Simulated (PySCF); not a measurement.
Identify the unknown among the candidates.

All candidates are C8H11F.

- Rotational structure: rotational constants A, B, C: 2.898, 0.998, 0.963 GHz [GFN2-xTB]
- Dipole: 2.14 D [PBE0/pcSseg-1]
- 13C NMR: chemical shifts (computed TMS as zero) by class: 135.6 (2 C), 132.8 (2 C), 85.9 (1 C), 37.7 (1 C), 35.9 (1 C), 31.0 (1 C) ppm [GIAO PBE0/pcSseg-1]
- NMR, other nuclei: isotropic shieldings of nuclei other than C and H, by class: 428 (1 F) ppm [GIAO PBE0/pcSseg-1]
- 1H NMR: chemical shifts (computed TMS as zero) by class: 6.03 (2 H), 5.88 (2 H), 4.76 (2 H), 3.17 (1 H), 2.91 (1 H), 2.77 (1 H), 1.91 (2 H) ppm [GIAO PBE0/pcSseg-1]

Gas-phase values; electronic properties from PySCF, density fitting. Levels stand in brackets. One conformer (not necessarily the lowest) at the GFN2-xTB geometry, without solvent, vibrations or thermal averaging. NMR values are class means; diastereotopic atoms form classes of their own.

Question: Which candidate is it?
A. `CC/C(CF)=C1\C=CC1`
B. `FCCC1C=CCC=C1`
C. `C=C=C[C@H](/C=C\C)CF`
D. `CC[C@@H]1[C@H]2C=C(F)C[C@H]21`

Answer: B. It is `FCCC1C=CCC=C1`. Numbering: `[F:1][CH2:2][CH2:3][CH:4]1[CH:5]=[CH:6][CH2:7][CH:8]=[CH:9]1`. Its formula, C8H11F, gives 3 degrees of unsaturation: 1 ring and 2 π bonds in the structure found. 8 carbons fall into 6 classes; from least to most shielded: alkene CH carbon [C5/C9] (135.6 ppm, 2 C), alkene CH carbon [C6/C8] (132.8 ppm, 2 C), sp3 C–F carbon [C2] (85.9 ppm), chain CH2 carbon [C3] (37.7 ppm), allylic carbon [C4] (35.9 ppm), allylic carbon [C7] (31.0 ppm). Hydrogen classes from least to most shielded: 2 H on 2 alkene CH carbons, C6/C8 (6.03 ppm), 2 H on 2 alkene CH carbons, C5/C9 (5.88 ppm), 2 H on an sp3 C–F carbon, C2 (4.76 ppm), 1 H on an allylic carbon, C4 (3.17 ppm), 1 H on an allylic carbon, C7 (2.91 ppm), 1 H on an allylic carbon, C7 (2.77 ppm), 2 H on a chain CH2 carbon, C3 (1.91 ppm). The other shieldings belong to: 428 ppm, alkyl fluorine [F1]. The optimised geometry has point group Cs and is an asymmetric top.

The others, at the same levels:
- `C=C=C[C@H](/C=C\C)CF` fails: it has 8 carbon classes against 6; its computed 13C shifts are 219.3 (1 C), 135.6 (1 C), 134.0 (1 C), 96.0 (1 C), 90.6 (1 C), 77.9 (1 C), 46.0 (1 C), 16.2 (1 C) ppm, 1H shifts are 6.15 (1 H), 5.93 (1 H), 5.66 (1 H), 4.94 (2 H), 4.89 (1 H), 4.75 (1 H), 2.96 (1 H), 1.82 (3 H) ppm and rotational constant A is 1.410 GHz (against 2.898 GHz).
- `CC[C@@H]1[C@H]2C=C(F)C[C@H]21` fails: it has 8 carbon classes against 6; its computed 13C shifts are 173.3 (1 C), 114.4 (1 C), 38.0 (1 C), 37.4 (1 C), 29.4 (1 C), 28.2 (1 C), 20.4 (1 C), 15.6 (1 C) ppm, 1H shifts are 5.49 (1 H), 2.84 (1 H), 2.49 (1 H), 2.06 (1 H), 1.42 (1 H), 1.09 (1 H), 1.07 (3 H), 0.41 (1 H), 0.06 (1 H) ppm and rotational constant A is 4.253 GHz (against 2.898 GHz).
- `CC/C(CF)=C1\C=CC1` fails: it has 8 carbon classes against 6; its computed 13C shifts are 149.3 (1 C), 148.5 (1 C), 143.5 (1 C), 131.0 (1 C), 86.1 (1 C), 37.8 (1 C), 32.1 (1 C), 17.9 (1 C) ppm, 1H shifts are 6.98 (1 H), 6.73 (1 H), 5.09 (2 H), 3.21 (2 H), 2.32 (2 H), 1.24 (3 H) ppm and rotational constant A is 2.396 GHz (against 2.898 GHz).

Each candidate is one conformer, not necessarily the lowest. The conformers computed, where there is a choice (atom-mapped SMILES and torsion angles):
- `[F:1][CH2:2][CH2:3][CH:4]1[CH:5]=[CH:6][CH2:7][CH:8]=[CH:9]1`: F1–C2–C3–C4 180°, C2–C3–C4–C5 62°
- `[CH2:1]=[C:2]=[CH:3][C@H:4](/[CH:5]=[CH:6]\[CH3:7])[CH2:8][F:9]`: C2–C3–C4–C5 -120°, C3–C4–C5–C6 102°, C3–C4–C8–F9 60°
- `[CH3:1][CH2:2]/[C:3]([CH2:4][F:5])=[C:6]1\[CH:7]=[CH:8][CH2:9]1`: C1–C2–C3–C4 -72°, C2–C3–C4–F5 86°

The conformers of `CC[C@@H]1[C@H]2C=C(F)C[C@H]21` aren't listed.
